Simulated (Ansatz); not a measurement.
`C/C=N/C` + H₂Se → `C/N=C/[SeH]` + CH₄  (substitution at a C–C bond)

Isolated molecules relaxed with PBE0-D4/def2-TZVP in Ansatz; ΔE leaves out vibrations. CCSD(T)/CBS adds triple-zeta CCSD(T) − MP2 to the extrapolated MP2 energy (def2 sets, frozen cores). This one scheme is used for every species. Double bonds are as drawn, so ΔE can hold a change between cis and trans. Functionals use def2-TZVPP. B3LYP here is the variant with VWN-RPA as its local correlation; programs differ in this. For Se outer-core shells are correlated without core-valence functions, which leaves a few kJ/mol of doubt a bond. Scalar relativity is left out up to krypton. Each species was taken in one conformer, which may not be the lowest.

| species | B3LYP energy (Eh) |
| --- | --- |
| `C/C=N/C` | -173.33906 |
| H₂Se | -2402.79026 |
| `C/N=C/[SeH]` | -2535.59056 |
| CH₄ | -40.53912 |

Q: Work out ΔE.

A: ΔE = (-2535.59056) + (-40.53912) − (-173.33906) − (-2402.79026) = -0.00036 Eh = -0.01 eV. CCSD(T)/CBS gives +0.02 eV.

Largest T1 diagnostic among the species: 0.011.

In def2-TZVPP, CCSD(T) changes the Hartree–Fock value by −0.13 eV (the triples alone add −0.04 eV) and MP2 by −0.19 eV. From PBE to PBE0 (25 % exact exchange), in def2-TZVPP and without D4, ΔE moves by +0.07 eV.
